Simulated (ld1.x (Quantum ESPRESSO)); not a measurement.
Before and after: TM potential for thallium (Tl)

ld1.x (Quantum ESPRESSO) 7.5 input, shortened:

```
&input
   title='Tl', zed=81., rel=1, dft='PBE', iswitch=3,
   config='[Xe] 4f14 5d10 6s1 6p0'
 /
 &inputp
   pseudotype=2, tm=.true., lloc=2,
   nlcc=.true.
 /
3
6S  1  0   1.00   0.00  1.90  1.90  0.0
6P  2  1   0.00   0.00  2.15  2.15  0.0
5D  3  2  10.00   0.00  2.10  2.10  0.0
 &test
   configts(1)='5d10 6s1 6p0'
 /
```

Change: type RRKJ; local potential the s channel; rho0 0.005.

Cutoffs: the cutoffs (Ry, on a coarse ladder) from which the occupation-weighted sum of valence levels, in a spherical-Bessel basis at the reference potential, stays within 10 and 1 mRy of its value at 400 Ry; they do not see the model core or the augmentation charge, which bear on the density cutoff. Errors are all-electron minus pseudo energies relative to the spin-unpolarised reference configuration.

Question: What does the change do?

Answer: The potential gets softer (50 Ry and 70 Ry → 40 Ry and 50 Ry); the bound ghost in p, s disappears; of the 7 tests that both files solve, the error grows in 1 and shrinks in 3 by more than 15 % and 0.3 meV (median size 25.5 → 2.9 meV); the range in which the p phases agree narrows (upper end at the end of the scan → 2.7); the range in which the d phases agree narrows (upper end 1.4 → -0.0). Several settings change at once here, so the effects cannot be laid on one of them.

```csv
quantity,base,changed
"cutoff, loose",50 Ry,40 Ry
"cutoff, tight",70 Ry,50 Ry
loose cutoff by channel (10 mRy a level),"s 18 Ry, d 40 Ry","d 35 Ry, s 18 Ry"
bound ghosts,"s, p",none
"error for 5d10 6s2 6p1, meV [ΔE -25.95 eV]",-28,+1.3
"error for 5d10 6s2 6p0, meV [ΔE -20.78 eV]",-1.3,-1.1
"error for 5d10 6s0 6p0, meV [ΔE 30.14 eV]",-25,-29
"error for 5d10 6s1 6p1, meV [ΔE -12.50 eV]",-2.6,+2.9
"error for 5d10 6s2 6p1.3, meV [ΔE -26.44 eV]",-38,+2.1
"error for 5d9 6s2 6p2, meV [ΔE -11.23 eV]",-171,-172
"error for 5d10 6s0 6p3, meV [ΔE -10.74 eV]",-19,-3.9
s: phases at 2.34 bohr within 0.05 rad from the reference energy up to (Ry; the scan ends near 5),2.6,2.0
p: phases at 2.34 bohr within 0.05 rad from the reference energy up to (Ry; the scan ends near 5),to the end of the scan,2.7
d: phases at 2.34 bohr within 0.05 rad from the reference energy up to (Ry; the scan ends near 5),1.4,-0.0
```

 A true bound ghost makes a file unfit for plane-wave use even where its test errors are small: the radial tests pick states by their node count and pass the ghost by.
